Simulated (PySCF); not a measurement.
C4H10BBr, SMILES CCB(Br)CC, singlet, GFN2-xTB optimised geometry.

```
16

B      0.38    -0.55     0.00
Br     2.26    -0.55     0.00
C     -0.42     0.82     0.00
C      0.41     2.10     0.00
H     -1.09     0.83     0.86
H     -1.09     0.83    -0.87
H      1.05     2.15    -0.88
H      1.05     2.15     0.88
H     -0.23     2.98     0.00
C     -0.34    -1.96     0.00
C     -1.87    -1.96    -0.01
H      0.00    -2.52     0.88
H      0.02    -2.54    -0.86
H     -2.25    -1.46    -0.90
H     -2.26    -1.45     0.86
H     -2.25    -2.98    -0.01
```

Density from PySCF with PBE0/def2-TZVP at that geometry.

Minimum of the electron density along straight lines between bonded atoms, close to the bond critical point (lines longer than 1.1 times the sum of covalent radii, or with two minima, are not listed):

```json
[
 {"bond": "B1–Br2", "length / Å": "1.885", "ρ at the minimum / e bohr⁻³": "0.136", "∇²ρ there / e bohr⁻⁵": "-0.13", "position (fraction from the first atom)": "0.29"},
 {"bond": "B1–C3", "length / Å": "1.579", "ρ at the minimum / e bohr⁻³": "0.190", "∇²ρ there / e bohr⁻⁵": "-0.36", "position (fraction from the first atom)": "0.33"},
 {"bond": "C3–C4", "length / Å": "1.531", "ρ at the minimum / e bohr⁻³": "0.240", "∇²ρ there / e bohr⁻⁵": "-0.58", "position (fraction from the first atom)": "0.50"},
 {"bond": "C3–H5", "length / Å": "1.096", "ρ at the minimum / e bohr⁻³": "0.269", "∇²ρ there / e bohr⁻⁵": "-0.89", "position (fraction from the first atom)": "0.64"},
 {"bond": "C3–H6", "length / Å": "1.096", "ρ at the minimum / e bohr⁻³": "0.269", "∇²ρ there / e bohr⁻⁵": "-0.89", "position (fraction from the first atom)": "0.64"},
 {"bond": "C4–H7", "length / Å": "1.088", "ρ at the minimum / e bohr⁻³": "0.279", "∇²ρ there / e bohr⁻⁵": "-0.96", "position (fraction from the first atom)": "0.64"},
 {"bond": "C4–H8", "length / Å": "1.088", "ρ at the minimum / e bohr⁻³": "0.279", "∇²ρ there / e bohr⁻⁵": "-0.96", "position (fraction from the first atom)": "0.64"},
 {"bond": "C4–H9", "length / Å": "1.088", "ρ at the minimum / e bohr⁻³": "0.279", "∇²ρ there / e bohr⁻⁵": "-0.95", "position (fraction from the first atom)": "0.64"},
 {"bond": "B1–C10", "length / Å": "1.582", "ρ at the minimum / e bohr⁻³": "0.190", "∇²ρ there / e bohr⁻⁵": "-0.37", "position (fraction from the first atom)": "0.33"},
 {"bond": "C10–C11", "length / Å": "1.530", "ρ at the minimum / e bohr⁻³": "0.241", "∇²ρ there / e bohr⁻⁵": "-0.58", "position (fraction from the first atom)": "0.50"},
 {"bond": "C10–H12", "length / Å": "1.097", "ρ at the minimum / e bohr⁻³": "0.269", "∇²ρ there / e bohr⁻⁵": "-0.89", "position (fraction from the first atom)": "0.64"},
 {"bond": "C10–H13", "length / Å": "1.097", "ρ at the minimum / e bohr⁻³": "0.269", "∇²ρ there / e bohr⁻⁵": "-0.89", "position (fraction from the first atom)": "0.64"},
 {"bond": "C11–H14", "length / Å": "1.088", "ρ at the minimum / e bohr⁻³": "0.279", "∇²ρ there / e bohr⁻⁵": "-0.96", "position (fraction from the first atom)": "0.64"},
 {"bond": "C11–H15", "length / Å": "1.088", "ρ at the minimum / e bohr⁻³": "0.279", "∇²ρ there / e bohr⁻⁵": "-0.96", "position (fraction from the first atom)": "0.64"},
 {"bond": "C11–H16", "length / Å": "1.088", "ρ at the minimum / e bohr⁻³": "0.279", "∇²ρ there / e bohr⁻⁵": "-0.96", "position (fraction from the first atom)": "0.64"}
]
```
